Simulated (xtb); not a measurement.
B2F3, doublet, at a GFN2-xTB geometry. Base run: GFN0-xTB in xtb.

Here is a job for xtb.
```
$ xtb mol.xyz --gfn 0 --uhf 1 --json

# file mol.xyz
5

F      2.28800819    -0.25131237    -0.03783998
B      1.01482057    -0.12552342     0.08614484
B     -0.53657336     0.05826643     0.01378160
F     -1.15328058     1.24668203     0.14170634
F     -1.40042050    -0.95800468    -0.15938105
```

The base run was repeated with changes; each row names its change, and settings that it needs were set with it.

```csv
change,ΔE vs base (kcal/mol)
base,0.000
etemp = 3000,-1.07
etemp = 1000,-0.003
acc = 0.1,0.000
```
